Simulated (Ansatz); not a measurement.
Compare A (`C=C(N)S[SiH3]`) with its isomer B (`C=CN[SiH2]S`).

Computed with Ansatz on PBE0-D4/def2-TZVP structures; ΔE is electronic, products minus reactants. CBS: MP2 limit from def2 TZ/QZ plus the TZ coupled-cluster correction, frozen cores. Functionals use def2-TZVPP. B3LYP here is the variant with VWN-RPA as its local correlation; programs differ in this. Each species was taken in one conformer, which may not be the lowest.

Question: Which is lower in electronic energy at CCSD(T)/CBS, and by how much? (An estimate is asked.)

Answer: Ansatz gave: B, by 96.6 kJ/mol.

Question: Give E(B) − E(A) in kJ/mol with CCSD/def2-TZVPP, CCSD(T)/def2-SVP, B3LYP-D4, PBE-D4, HF/def2-TZVPP, LDA (SPW92), BLYP-D4. (Estimate.)

Answer: Computed: CCSD/def2-TZVPP -100.9, CCSD(T)/def2-SVP -87.2, B3LYP-D4 -94.8, PBE-D4 -84.0, HF/def2-TZVPP -112.6, LDA (SPW92) -83.1, BLYP-D4 -89.8. None reverses the order clearly.

Question: Does the order hold for the free energy at 298.15 K (harmonic terms from PBE0-D4)? (Estimate.)

Answer: Computed: Yes: G(B) − G(A) = -99.4 kJ/mol, for one conformer each. Modes under 60 cm⁻¹, often nearly free rotors, make the harmonic entropy too high.

Largest T1 diagnostic: 0.012.

At CCSD(T), def2-SVP lies +9.4 kJ/mol from the extrapolated value and def2-TZVPP −0.1 kJ/mol. From BLYP to BHLYP (50 % exact exchange), in def2-TZVPP and without D4, E(B) − E(A) moves by −8.0 kJ/mol.
